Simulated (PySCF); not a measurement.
C7H9O (doublet state).
Z-matrix (Å and degrees, GFN2-xTB geometry), rows numbered from 1:
```
C 
C   1  1.2862
C   2  1.5504  1  134.82
C   3  1.5396  2   88.62  1  -179.85
C   4  1.5285  3  115.06  2   116.00
O   5  1.4069  4  112.97  3    67.62
C   2  1.4697  1  135.34  3   179.51
C   7  1.3217  2  133.43  1     0.54
H   1  1.0623  2  141.37  3     0.52
H   3  1.0875  2  113.08  1    62.66
H   3  1.0874  2  113.52  1   -63.57
H   4  1.0947  3  113.90  2  -116.18
H   5  1.1004  4  109.29  3  -168.60
H   5  1.0928  4  109.88  3   -50.00
H   6  0.9637  5  108.87  4    58.31
H   8  1.0762  7  121.23  2    -0.19
H   8  1.0774  7  121.58  2   179.95
```

The hyperfine couplings belong to this conformer and change with its torsions.

The species is `[C](/[H])=C1\C([C@@H](CO)C1)=C` [radical].

Method used: UKS B3LYP, pcH-1 on C H O, non-relativistic, mean-field spin-orbit, GIAO in PySCF 2.14.0. One conformer (not necessarily the lowest) at the GFN2-xTB geometry, without solvent, vibrations or thermal averaging. A GFN2-xTB geometry isn't a minimum of the functional, and hyperfine couplings can be far from their values at a DFT geometry. The SCF solution wasn't tested for stability.

Task: Break the g tensor into its mass correction, gauge correction and orbital-Zeeman/spin–orbit terms.

Result: 
```json
{"Δg (ppm)": "relativistic mass correction", "1": "-152", "2": "-152", "3": "-152"}
{"Δg (ppm)": "gauge correction", "1": "34", "2": "2", "3": "-17"}
{"Δg (ppm)": "orbital Zeeman/spin–orbit", "1": "-400", "2": "32", "3": "557"}
{"Δg (ppm)": "total", "1": "-519", "2": "-117", "3": "388"}
```

So g = 2.00180, 2.00220, 2.00271 and g_iso = 2.00224; the tensor is rhombic: the two nearest values differ by 44 % of g3 − g1. Axes: g1 points within 2° of the C2–C7 bond and g2 points within 2° of the C2–C3 bond.

Task: What effective moment and Curie constant follow for a powder?

Result: With the mean of g² = 4.0090 and S(S+1) = 0.75: μ_eff = √(⟨g²⟩S(S+1)) = 1.734 μB and χT = 0.12505·⟨g²⟩·S(S+1) = 0.376 cm³ K/mol (cgs; spin-Hamiltonian part alone).

Task: Average each term over the three axes. Which is largest in size?

Result: The mass correction -152, the orbital-Zeeman/spin–orbit term 63 and the gauge correction 6 ppm, for a total of -83 ppm. The mass correction is the largest in size. The mass correction is the same along every axis, so the anisotropy comes from the other two: their spans along these axes are 51 (gauge) and 957 ppm (orbital Zeeman/spin–orbit).

Task: At 9.78 GHz, how far is the centre of the isotropic spectrum from where a free electron (g = 2.002319) resonates?

Result: B = hν/(g μB) with μB/h = 13.99624 MHz/mT gives 348.97 mT for the free electron and 348.99 mT at g_iso, 0.01 mT higher.

Task: In a frozen sample, at which fields do the three g values resonate at 9.5, 34, 94 and 263 GHz (hyperfine left aside), and which band first spreads them over more than twice a line width of 0.3 mT?

Result: 
```csv
band,GHz,B(g3) mT,B(g2) mT,B(g1) mT,spread mT
X,9.5,338.92,339.00,339.07,0.15
Q,34.0,1212.97,1213.28,1213.52,0.55
W,94.0,3353.50,3354.35,3355.02,1.52
J,263.0,9382.68,9385.04,9386.93,4.25
```

The spread grows in proportion to the frequency. W band is the first where it exceeds 0.6 mT.

The Mulliken spin populations are largest on C1 (+1.04), C2 (-0.19), C3 (+0.12) and C7 (+0.08). No atom but C1 exceeds +0.15. The positive populations add up to 1.26 and the negative ones to -0.26, together 2S = 1.

The HOMO–LUMO gaps are 5.06 eV among the α and 4.16 eV among the β orbitals.
